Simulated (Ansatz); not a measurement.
Basis sets compared for BiCl₃. Total charge 0; singlet. Geometry r2SCAN-D4/def2-SVP. Ansatz on 4 threads of Arm Neoverse V2 on a shared host; times are rough, and most runs start from earlier orbitals.

```xyz
4

Bi    0.1880   -0.4665    0.7285
Cl    2.0377    0.6355   -0.4784
Cl   -1.3475    1.4564    0.9221
Cl   -0.8782   -1.6254   -1.1723
```

In the def2 sets Bi takes a core potential; there is no spin–orbit coupling.

Binding counts from free atoms (Bi quartet, Cl doublet) in the same basis, without a counterpoise term.

```json
{"level": "PBE-D4/def2-SVP", "functions": "80", "energy (Eh)": "-1594.3941", "HOMO (eV)": "-7.33", "LUMO (eV)": "-3.02", "binding per atom (eV)": "2.53", "wall time": "0.56 s"}
{"level": "PBE0-D4/def2-SVP", "functions": "80", "energy (Eh)": "-1594.4740", "HOMO (eV)": "-8.61", "LUMO (eV)": "-2.39", "binding per atom (eV)": "2.35", "wall time": "0.9 s"}
```

(1) Estimate the rows for PBE-D4/def2-TZVP, PBE0-D4/def2-TZVP.

## Answers

(1) 
```json
{"level": "PBE-D4/def2-TZVP", "functions": "161", "energy (Eh)": "-1594.8938", "HOMO (eV)": "-7.61", "LUMO (eV)": "-3.25", "binding per atom (eV)": "2.60", "wall time": "1.2 s"}
{"level": "PBE0-D4/def2-TZVP", "functions": "161", "energy (Eh)": "-1594.9671", "HOMO (eV)": "-8.82", "LUMO (eV)": "-2.55", "binding per atom (eV)": "2.43", "wall time": "2.1 s"}
```
